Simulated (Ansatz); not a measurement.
C₂H₇AlOSi, SMILES `[SiH3][Al]1[CH2]C[O]1`. The species carries charge 0 and has multiplicity 1. All single points use the PBE0-D4/def2-TZVP geometry.

```xyz
12

Si   -0.136   -2.452   -1.171
Al    0.036   -0.209   -0.198
C    -0.342    0.994    1.296
C     0.392    1.982    0.364
O     0.749    1.231   -0.817
H    -1.566   -2.857   -1.295
H     0.487   -2.522   -2.521
H     0.536   -3.451   -0.294
H     0.165    0.816    2.245
H    -1.380    1.260    1.499
H     1.303    2.382    0.821
H    -0.243    2.825    0.072
```

Question: What is the dipole moment at r2SCAN/def2-TZVPP? (Best estimate.)

Answer: Ansatz gave: 1.63 D, with components (-0.80, -0.69, 1.23) D in this frame, pointing from negative to positive charge.

Question: And with PBE, B3LYP, ωB97M-V? (Estimate.)

Answer: Computed: PBE 1.57 D, B3LYP 1.70 D, ωB97M-V 1.71 D.

Question: Give the Mulliken charges with r2SCAN, ωB97M-V, B3LYP in def2-TZVPP. (Estimate.)

Answer: The calculation gave: 
```csv
atom,r2SCAN,ωB97M-V,B3LYP
Si1,0.03,-0.06,0.04
Al2,0.57,0.52,0.50
C3,-0.40,-0.44,-0.39
C4,0.25,0.09,0.13
O5,-0.44,-0.41,-0.42
H6,-0.06,-0.02,-0.06
H7,-0.05,-0.01,-0.05
H8,-0.06,-0.02,-0.06
H9,0.06,0.10,0.08
H10,0.06,0.10,0.08
H11,0.02,0.08,0.07
H12,0.02,0.08,0.07
```

B3LYP here is the variant with VWN-RPA as its local correlation; programs differ in this.
